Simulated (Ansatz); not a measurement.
`COCC(F)(F)F` and `CCC(F)(F)F` differ in one atom or group.

Ansatz, PBE0-D4/def2-TZVP geometries, multiplicity 1. Each molecule was computed in one conformer, which needn't be the lowest.

```csv
property,`COCC(F)(F)F`
LUMO energy (B3LYP/def2-TZVPP) / eV,0.90
HOMO energy (B3LYP/def2-TZVPP) / eV,-7.90
zero-point energy (PBE0-D4/def2-TZVP) / kJ/mol,225.7
LUMO energy (ωB97M-V/def2-TZVPP) / eV,2.78
LUMO energy (PBE0/def2-TZVPP) / eV,1.25
size of the dipole moment (B3LYP/def2-TZVPP) / D,2.18
```

Problem. What does the change do to each property? (Estimate.)

Solution. Computed: 
```tsv
property	`CCC(F)(F)F`	shift
LUMO energy (B3LYP/def2-TZVPP) / eV	0.84	-0.06
HOMO energy (B3LYP/def2-TZVPP) / eV	-10.06	-2.16
zero-point energy (PBE0-D4/def2-TZVP) / kJ/mol	213.4	-12.3
LUMO energy (ωB97M-V/def2-TZVPP) / eV	2.61	-0.17
LUMO energy (PBE0/def2-TZVPP) / eV	1.21	-0.04
size of the dipole moment (B3LYP/def2-TZVPP) / D	2.38	0.20
```

The zero-point energy changes by -12.3 kJ/mol with -3 modes. Dipoles are sizes alone; their direction can turn.

Positive LUMOs are unbound, so they and the gaps depend on the basis.

B3LYP here is the variant with VWN-RPA as its local correlation; programs differ in this.
